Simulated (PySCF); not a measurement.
Molecule: `Cc1nsnc1C1CC1`, C6H8N2S.

Bonds (- single, = double, # triple, : aromatic): C1-C2, C2:N3, N3:S4, S4:N5, N5:C6, C6-C7, C7-C8, C8-C9, C6:C2, C9-C7. C1 carries H10, H11, H12; C7 carries H13; C8 carries H14, H15; C9 carries H16, H17. H15, H16 are cis to C6 on the ring; H14, H17 are trans to C6 on the ring.

Frames of a GFN2-xTB Langevin trajectory at 600 K; GIAO PBE0/pcSseg-1 shieldings in PySCF 2.14, gas phase, non-relativistic; equivalent atoms averaged within each frame.

Scale: TMS for $^{13}$C (186.93 ppm), $^{1}$H (31.72 ppm); $^{15}$N (267.73 ppm) vs NH3; $^{33}$S (503.73 ppm) against CS2 (reference shieldings calculated alike). The references are static minima.

Question: How do the shifts (ppm) fluctuate along the trajectory?

Answer: 
```tsv
time (fs)	C6	C2	C1	C8/C9	C7	N5	N3	S4	H10/H11/H12	H15/H16
optimised geometry	168.7	160.5	17.7	15.5	12.8	373.0	390.6	504	2.87	1.31
250	183.6	164.2	19.5	17.9	11.3	425.1	393.0	541	3.69	1.90
425	165.9	174.8	18.8	8.1	23.3	370.3	421.7	502	3.51	0.33
625	157.9	173.5	17.5	10.5	14.6	365.7	425.0	545	2.70	-0.05
800	186.6	176.0	21.8	5.3	22.4	447.4	415.4	592	2.29	0.24
1000	172.6	159.7	18.9	16.4	23.8	420.6	356.1	524	3.08	2.16
mean of frames	173.3	169.6	19.3	11.6	19.1	405.8	402.2	541	3.05	0.91
standard deviation	12.0	7.2	1.5	5.4	5.7	36.0	28.7	33	0.58	1.03
```

5 frames give an uncertainty of the mean of about the standard deviation over 2.2 at best, since frames this close in time may not be independent; classical motion lacks zero-point vibration, and the reference would need the same averaging.
